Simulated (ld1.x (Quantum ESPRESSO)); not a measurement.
# iodine (I): one change to a TM semilocal potential, before and after

ld1.x (Quantum ESPRESSO) 7.5 input, shortened:

```
&input
   title='I', zed=53., rel=1, dft='PZ', iswitch=3,
   config='[Kr] 4d10 5s2 5p5'
 /
 &inputp
   pseudotype=1, tm=.true., lloc=2,
   nlcc=.true.
 /
3
5S  1  0   2.00   0.00  1.30  1.30  0.0
5P  2  1   5.00   0.00  1.90  1.90  0.0
4D  3  2  10.00   0.00  0.90  0.90  0.0
 &test
   configts(1)='4d10 5s2 5p5'
 /
```

All-electron outer shells of the reference configuration (LDA (PZ), scalar-relativistic, ld1.x):

```tsv
shell	level (eV)	outermost node (bohr)	outermost maximum (bohr)
4s	-180.16	0.37	0.68
4p	-127.33	0.37	0.72
4d	-50.33	0.35	0.78
5s	-17.65	0.88	1.70
5p	-7.25	0.96	2.02
```

Change: all radii but the core radius scaled by about 0.89 (s 1.16, p 1.70, d 0.80 bohr).

Cutoffs: the cutoffs (Ry, on a coarse ladder) from which the occupation-weighted sum of valence levels, in a spherical-Bessel basis at the reference potential, stays within 10 and 1 mRy of its value at 400 Ry; they do not see the model core or the augmentation charge, which bear on the density cutoff. Errors are all-electron minus pseudo energies relative to the spin-unpolarised reference configuration.

Task: Predict the effect on cutoff, ghosts and configuration errors.

Result: A bound ghost appears in s, which as a rule spoils a file; the number of tests that count goes from 9 to 8; of the 8 tests that both files solve, the error grows in 4 and shrinks in 1 by more than 15 % and 0.3 meV (median size 4.6 → 6.7 meV). A semilocal file is local in each channel, so a ghost entry of none says nothing of the separable form that plane-wave codes build from it.

| quantity | base | changed |
| --- | --- | --- |
| cutoff, loose | 140 Ry | 230 Ry |
| cutoff, tight | 230 Ry | over 300 Ry |
| loose cutoff by channel (10 mRy a level) | s 50 Ry, p 12 Ry, d 110 Ry | s 160 Ry, p 15 Ry, d 140 Ry |
| bound ghosts | none | s |
| tests counted (converged, no solver errors) | 9 of 9 | 8 of 9 |
| error for 4d10 5s2 5p4, meV [ΔE 11.30 eV] | -0.2 | +0.5 |
| error for 4d10 5s2 5p3, meV [ΔE 31.37 eV] | +7.3 | +11 |
| error for 4d10 5s2 5p2, meV [ΔE 60.98 eV] | +29 | +39 |
| error for 4d10 5s1 5p6, meV [ΔE 10.51 eV] | -12 | -12 |
| error for 4d10 5s2 5p5.3, meV [ΔE -1.83 eV] | +0.6 | +0.6 |
| error for 4d10 5s2 5p4.5, meV [ΔE 4.61 eV] | -0.8 | -0.5 |
| error for 4d10 5s2 5p5 (spin-polarised), meV [ΔE -0.12 eV] | +1.8 | +2.4 |
| error for 4d10 5s2 5p4 (spin-polarised), meV [ΔE 10.74 eV] | +8.0 | +13 |

Changed file: Tests not counted: 4d9 5s2 5p5 (solver errors, printed error -205 eV). A true bound ghost makes a file unfit for plane-wave use even where its test errors are small: the radial tests pick states by their node count and pass the ghost by. Where a test does run into it, the solver fails or the error is huge.
